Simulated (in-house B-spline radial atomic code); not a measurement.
RPA and G0W0 on r2SCAN: Ar⁷⁺

Configuration [Ne] 3s1, highest spin, mean-field start r2SCAN. Computed with an all-electron radial atomic-structure program (B-spline basis): all electrons, scalar-relativistic (spin-free one-electron X2C), finite nucleus, each spin shell either full or empty, empty states to l = 9 with an (l + 1/2)⁻⁴ tail; G0W0 by contour deformation at full frequency.

Command:
```bash
python run_gw.py task.json out
```
Settings (radii: box in bohr, nucleus in fm):
```
Z                        18
electrons                11
configuration            [Ne] 3s1
hamiltonian              x2c
method                   r2scan
lmax                     9
rms_radius               3.4274
spin_polarised           True
box_radius               8.41
intervals                67
ion_configuration        [He] 2s2 2p6
```

Cost of the run: 1.6 s on 1 thread of Arm Neoverse V2, on a shared host.

Energies (hartree):

| term | value |
| --- | --- |
| mean-field total | -513.42739 |
| Hartree-Fock functional on these orbitals | -512.99774 |
| direct second order | -0.72894 |
| second-order exchange | 0.27892 |
| SOSEX correction | 0.25966 |

(1) What is the RPA correlation energy, and what remains with SOSEX?

Quasi-particle levels (eV):

| level | occupied | mean field | Σx - vxc | Σc | QP weight | G0W0 |
| --- | --- | --- | --- | --- | --- | --- |
| 3s up | yes | -136.22 | -6.82 | ? | ? | ? |
| 2p down | yes | -371.58 | -26.47 | 3.04 | 0.968 | -395.00 |
| 2p up | yes | -372.13 | -26.73 | 3.13 | 0.965 | -395.72 |
| 2s down | yes | -440.24 | -33.63 | 5.14 | 0.923 | -468.73 |
| 3s down | no | -126.63 | 4.70 | -2.47 | 0.960 | -124.40 |

G0W0 = mean field + (Σx - vxc) + Σc, with Σc (partial-wave tail included) taken at the quasi-particle energy. Only the outer levels were computed.

(2) Where does G0W0 put 3s up?

(3) What does it cost to remove one electron (to [He] 2s2 2p6) by differences of total energies, each species on its own start (correlation terms add to the Hartree-Fock functional)?

Answers

(1) RPA gives -0.67182 hartree (-1.66 eV per electron); RPA + SOSEX gives -0.41216, and the second-order doubles -0.45002 hartree (no singles). RPA lacks exchange-type terms and so overcorrelates at short range.

(2) At -144.81 eV, with Σc = -1.78 eV and a quasi-particle weight of 0.974. The tabulated removal energy is 143.457 ± 0.0012 eV (NIST, semi-empirical); the calculation leaves out spin-orbit coupling, Breit and QED terms, and what these don't explain is the method's own error.

(3) r2SCAN 143.31 eV, Hartree-Fock functional 142.93 eV, + RPA 144.42 eV, + RPA + SOSEX 143.41 eV, + second order 143.53 eV. Tabulated: 143.457 ± 0.0012 eV (NIST, semi-empirical); the calculation leaves out spin-orbit coupling, Breit and QED terms, and what these don't explain is the method's own error.
